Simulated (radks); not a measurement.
Task: As+, configuration [Ar] 3d9 4s2 4p2 5p1 (not the ground configuration). Method: scalar-relativistic Kohn-Sham, LDA (Slater exchange, Perdew-Wang correlation), spin-polarised, spherical densities, point nucleus; open shells are filled with parallel spins first; computed with a radial shooting solver on a logarithmic mesh with Libxc functionals. Some entries of the table are withheld. Estimate them.

orbital  occ.  eigenvalue (eV)  <1/r> (bohr^-1)  <r> (bohr)
1s up       1        -11728.70            33.42     0.04556
1s down     1        -11728.52            33.42     0.04556
2s up       1        -1515.829            7.355      0.2031
2s down     1        -1514.778            7.357      0.2031
2p up       3        -1334.287            7.214      0.1774
2p down     3        -1333.412            7.216      0.1773
3s up       1        -218.3077            2.403      0.5946
3s down     1        -216.6691            2.401      0.5950
3p up       3        -161.9889            2.258      0.6104
3p down     3        -160.3461            2.256      0.6107
3d up       5         -69.0013            1.966      0.6499
3d down     4         -67.2713            1.964      0.6501
4s up       1         -32.3911           0.7663         (1)
4s down     1         -30.2568           0.7652         (2)
4p up       2         -20.7927           0.6454         (3)
4p down     0         -18.7523           0.6378         (4)
5p up       1          -5.5928           0.2342         (5)
5p down     0          -4.7574           0.2216         (6)

Result: 
(1) 4s up <r> (bohr): 1.731
(2) 4s down <r> (bohr): 1.738
(3) 4p up <r> (bohr): 2.031
(4) 4p down <r> (bohr): 2.061
(5) 5p up <r> (bohr): 5.491
(6) 5p down <r> (bohr): 5.814
